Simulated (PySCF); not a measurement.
Mg(H)(OMe) (CH4MgO), SMILES C[O][MgH]. Atoms are numbered in the order given.

```xyz
7

Mg     0.0000     0.0000     1.4009
H      0.0000     0.0000     3.0858
O      0.0000     0.0000    -0.3655
C      0.0000     0.0000    -1.7512
H     -0.8846    -0.5107    -2.1548
H      0.0000     1.0215    -2.1548
H      0.8846    -0.5107    -2.1548
```
Charge 0, spin multiplicity 1.

The structure is a stationary point at B3LYP-D3(BJ)/def2-TZVP.

Computed with B3LYP/def2-TZVPD in PySCF.

Mulliken values depend strongly on the basis, most of all with diffuse functions as here. ESP charges are fitted to the potential on shells at 1.4 to 2.0 van der Waals radii. Atomic charges (e):

```csv
atom,Mulliken,IAO,ESP fit
Mg1,0.88,1.42,0.83
H2,-0.25,-0.53,-0.40
O3,-0.76,-1.06,-0.39
C4,-0.48,-0.16,-0.45
H5,0.20,0.11,0.14
H6,0.20,0.11,0.13
H7,0.20,0.11,0.14
```
